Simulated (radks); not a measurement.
Values are calculated unless marked as measured or tabulated.
Problem. Dy, 66 electrons, occupied as [Xe] 4f10 6s2 (the NIST ground configuration). Level of theory: scalar-relativistic Kohn-Sham, PBEsol, spin-unpolarised, spherical densities, finite nucleus; Fermi nuclear charge, rms radius 5.2218 fm; hard spherical wall at 5 bohr (a radial shooting solver on a logarithmic mesh with Libxc functionals). Some entries of the table are withheld. Estimate them.

orbital,occ.,eigenvalue (eV),<r^2> (bohr^2)
1s,2,-53624.64,0.0006098
2s,2,-8927.024,0.009526
2p,6,(1),0.007710
3s,2,-1983.699,0.06291
3p,6,-1675.209,0.06317
3d,10,-1278.018,(2)
4s,2,-388.7961,0.3172
4p,6,-287.2035,0.3591
4d,10,-148.8078,0.4320
5s,2,-44.9357,1.921
5p,6,-21.5222,(3)
4f,10,0.8877,1.069
6s,2,2.0195,(4)
5d,0,3.2379,6.455
6p,0,8.3908,10.33
7s,0,30.6445,10.34

Solution. 
(1) 2p eigenvalue (eV): -7922.408
(2) 3d <r^2> (bohr^2): 0.05285
(3) 5p <r^2> (bohr^2): 2.778
(4) 6s <r^2> (bohr^2): 9.391
